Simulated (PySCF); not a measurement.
C2H6SeSi2, SMILES C#C[SiH2][SiH2][SeH] at its GFN2-xTB optimised geometry (Å):

```
11

C      2.2719    -0.6732    -2.8970
C      1.8988    -0.6674    -1.7534
Si     1.3087    -0.6587     0.0000
Si    -1.0211    -0.6587     0.0000
Se    -1.9132     1.4715     0.0000
H      2.6039    -0.6785    -3.8960
H      1.9132     0.5164     0.6389
H      1.8232    -1.8781     0.6350
H     -1.6509    -1.3266    -1.1416
H     -1.6305    -1.1900     1.2194
H     -1.3244     1.8781    -1.2411
```

Computed with PySCF with PBE0/def2-TZVP. Cells within 0.4 Å of a nucleus heavier than hydrogen are left out (blank, or x).

Map of the LUMO amplitude (bohr^(-3/2)) on the plane z = 0.0 Å; orbital energy -0.88 eV, overall sign arbitrary:

```
|5566666665555555555555555|
|5666666666555555555555555|
|6666676666655555555555555|
|6667777766655555555555555|
|6677888766555555555555555|
|6677898765555555555555555|
|6677887644455555555555555|
|666776xx33455665555455555|
|666655xx12456666554444555|
|5555422113567776554444555|
|5554321135678877654444555|
|5555433457899988654444555|
|5555555678999998654445555|
|555566675x888887x45555555|
|55566677xxx5555xxx5555555|
|555566665x222223x66665555|
|5555555431000111356666555|
|5555554320000112456666655|
|5555554321111123456666655|
|5555544332222233456666555|
|5555544433223334556665555|
|5555544443333344555555555|
|5555554444444444555555555|
|5555555444444445555555555|
|5555555554444555555555555|
```
Scale: ten equal steps from -0.114 (start of '0') to 0.093 (end of '9'), in the order '0123456789'; x runs from -4.00 to 4.00, y from -4.00 (bottom) to 4.00 (top).
